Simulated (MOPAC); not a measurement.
MOPAC input (AM1):

```
AM1 1SCF CHARGE=1 GEO-OK AUX(PRECISION=9) THREADS=1
H5O3Si

O    -0.04596900 1    1.49346800 1    0.38279700 1
Si   -0.15841900 1   -0.10114400 1    0.41353900 1
O    -1.14874800 1   -0.83050400 1   -0.60805800 1
O     1.34962000 1   -0.40909800 1   -0.54256200 1
H    -0.35954400 1    2.11110600 1    1.05087800 1
H     0.03402100 1   -0.74419200 1    1.70758100 1
H    -1.97071200 1   -1.28423400 1   -0.39676700 1
H     1.31532600 1   -1.02760600 1   -1.29374600 1
H     1.95954900 1    0.33001600 1   -0.71490700 1
```

Output:

```
 *******************************************************************************
 **                                                                           **
 **                              MOPAC v23.2.5                                **
 **                                                                           **
 *******************************************************************************
 ** MOPAC's Digital Object Identifier: https://doi.org/10.5281/zenodo.6511958 **
 **                                                                           **
 ** Please cite the open-source release paper for use of this MOPAC version:  **
 ** J. E. Moussa and J. J. P. Stewart (2026)                                  **
 ** MOPAC: An open-source semiempirical molecular orbital program             **
 ** J. Open Source Softw., 11(119), 8025, https://doi.org/10.21105/joss.08025 **
 *******************************************************************************

                              AM1 CALCULATION RESULTS

 *******************************************************************************
 *  AM1        - The AM1 Hamiltonian to be used
 *  GEO-OK     - OVERRIDE INTERATOMIC DISTANCE AND OTHER SAFETY CHECKS
 *
 *
 *
 *                 CHARGE ON SYSTEM = +1
 *
 *
 *
 *  1SCF       - DO 1 SCF AND THEN STOP
 *  AUX        - OUTPUT AUXILIARY INFORMATION
 *******************************************************************************
AM1 1SCF CHARGE=1 GEO-OK AUX(PRECISION=9) THREADS=1
 H5O3Si

   ATOM   CHEMICAL          X               Y               Z
  NUMBER   SYMBOL      (ANGSTROMS)     (ANGSTROMS)     (ANGSTROMS)

     1       O         -0.04596900  *   1.49346800  *   0.38279700  *
     2      Si         -0.15841900  *  -0.10114400  *   0.41353900  *
     3       O         -1.14874800  *  -0.83050400  *  -0.60805800  *
     4       O          1.34962000  *  -0.40909800  *  -0.54256200  *
     5       H         -0.35954400  *   2.11110600  *   1.05087800  *
     6       H          0.03402100  *  -0.74419200  *   1.70758100  *
     7       H         -1.97071200  *  -1.28423400  *  -0.39676700  *
     8       H          1.31532600  *  -1.02760600  *  -1.29374600  *
     9       H          1.95954900  *   0.33001600  *  -0.71490700  *

          CARTESIAN COORDINATES

    NO.       ATOM           X           Y           Z

     1         O         -0.0460      1.4935      0.3828
     2        Si         -0.1584     -0.1011      0.4135
     3         O         -1.1487     -0.8305     -0.6081
     4         O          1.3496     -0.4091     -0.5426
     5         H         -0.3595      2.1111      1.0509
     6         H          0.0340     -0.7442      1.7076
     7         H         -1.9707     -1.2842     -0.3968
     8         H          1.3153     -1.0276     -1.2937
     9         H          1.9595      0.3300     -0.7149

  H: (AM1): M.J.S. DEWAR ET AL, J. AM. CHEM. SOC. 107 3902-3909 (1985)
  O: (AM1): M.J.S. DEWAR ET AL, J. AM. CHEM. SOC. 107 3902-3909 (1985)
 Si: (AM1): M.J.S.DEWAR, C. JIE, ORGANOMETALLICS, 6, 1486-1490 (1987).

           Empirical Formula: H5 O3 Si  =     9 atoms

      MOLECULAR POINT GROUP   :   Cs

      RHF CALCULATION, NO. OF DOUBLY OCCUPIED LEVELS = 13

 -------------------------------------------------------------------------------
 AM1 1SCF CHARGE=1 GEO-OK AUX(PRECISION=9) THREADS=1
 H5O3Si

     1SCF WAS SPECIFIED, SO BFGS WAS NOT USED
     SCF FIELD WAS ACHIEVED

                              AM1 CALCULATION
                                                       MOPAC v23.2.5 Linux

          FINAL HEAT OF FORMATION =        -31.70268 KCAL/MOL =    -132.64402 KJ/MOL

          COSMO AREA              =        104.40 SQUARE ANGSTROMS
          COSMO VOLUME            =         90.43 CUBIC ANGSTROMS

          IONIZATION POTENTIAL    =         16.309189 EV
          HOMO LUMO ENERGIES (EV) =        -16.309 -5.352
          NO. OF FILLED LEVELS    =         13
          MOLECULAR WEIGHT        =         81.1232         POINT GROUP:  Cs

          MOLECULAR DIMENSIONS (Angstroms)

            Atom       Atom       Distance
            H     9    H     7     4.26075
            H     8    H     5     4.22754
            H     6    O     3     2.20594

          SCF CALCULATIONS        =          1

   ATOM   CHEMICAL          X               Y               Z
  NUMBER   SYMBOL      (ANGSTROMS)     (ANGSTROMS)     (ANGSTROMS)

     1       O         -0.04596900  *   1.49346800  *   0.38279700  *
     2      Si         -0.15841900  *  -0.10114400  *   0.41353900  *
     3       O         -1.14874800  *  -0.83050400  *  -0.60805800  *
     4       O          1.34962000  *  -0.40909800  *  -0.54256200  *
     5       H         -0.35954400  *   2.11110600  *   1.05087800  *
     6       H          0.03402100  *  -0.74419200  *   1.70758100  *
     7       H         -1.97071200  *  -1.28423400  *  -0.39676700  *
     8       H          1.31532600  *  -1.02760600  *  -1.29374600  *
     9       H          1.95954900  *   0.33001600  *  -0.71490700  *

                             CARTESIAN COORDINATES

   1    O       -0.045969000     1.493468000     0.382797000
   2   Si       -0.158419000    -0.101144000     0.413539000
   3    O       -1.148748000    -0.830504000    -0.608058000
   4    O        1.349620000    -0.409098000    -0.542562000
   5    H       -0.359544000     2.111106000     1.050878000
   6    H        0.034021000    -0.744192000     1.707581000
   7    H       -1.970712000    -1.284234000    -0.396767000
   8    H        1.315326000    -1.027606000    -1.293746000
   9    H        1.959549000     0.330016000    -0.714907000

           Empirical Formula: H5 O3 Si  =     9 atoms

      MOLECULAR POINT GROUP   :   Cs

                  EIGENVALUES
 -44.96709 -41.98410 -41.48856 -26.32666 -25.83294 -23.74248 -23.07336 -21.26267
 -20.54686 -19.30750 -18.99645 -17.84409 -16.30919  -5.35214  -3.64152  -3.49559
  -3.10022  -2.04008  -0.51717   0.76329   1.21429

              NET ATOMIC CHARGES AND DIPOLE CONTRIBUTIONS

  ATOM NO.   TYPE          CHARGE      No. of ELECS.   s-Pop       p-Pop
    1          O          -0.699632        6.6996     1.81306     4.88657
    2         Si           1.727986        2.2720     0.73138     1.54063
    3          O          -0.699632        6.6996     1.81306     4.88657
    4          O          -0.424756        6.4248     1.75148     4.67327
    5          H           0.332073        0.6679     0.66793
    6          H          -0.275610        1.2756     1.27561
    7          H           0.332073        0.6679     0.66793
    8          H           0.353749        0.6463     0.64625
    9          H           0.353749        0.6463     0.64625
 DIPOLE           X         Y         Z       TOTAL
 POINT-CHG.     1.807    -1.150     0.685     2.249
 HYBRID        -0.261     0.289    -0.389     0.550
 SUM            1.547    -0.860     0.296     1.794

          ATOMIC ORBITAL ELECTRON POPULATIONS

     Atom    s        px        py        pz
    1  O   1.81306   1.80931   1.43960   1.63766
    2 Si   0.73138   0.45686   0.50608   0.57770
    3  O   1.81306   1.44642   1.74065   1.69950
    4  O   1.75148   1.63264   1.48418   1.55645
    5  H   0.66793
    6  H   1.27561
    7  H   0.66793
    8  H   0.64625
    9  H   0.64625

 **********************
 *                    *
 * JOB ENDED NORMALLY *
 *                    *
 **********************

 == MOPAC DONE ==
```

The dipole moment of an ion depends on the origin.

The geometry given is a B3LYP-D3(BJ)/def2-TZVP minimum.
